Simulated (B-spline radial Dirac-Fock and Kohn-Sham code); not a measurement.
Level of theory: a relativistic independent-particle model: LDA orbitals of the hole state, radiative multipoles to third order, Auger rates from the Coulomb interaction with a continuum orbital, Dirac-Fock energies; a radial finite-basis atomic code. Free neutral atoms.

Q: Order these holes by fluorescence yield, smallest first.
A. Ir L3 (2p3/2)
B. Rb M4 (3d3/2)
C. Sm L3 (2p3/2)
D. Tm M5 (3d5/2)
E. Sr M4 (3d3/2)

A: B (0.000145), E (0.000227), D (0.0132), C (0.150), A (0.289).

Values without a named source are computed, but for edge energies of neutral atoms, which are taken from tables.
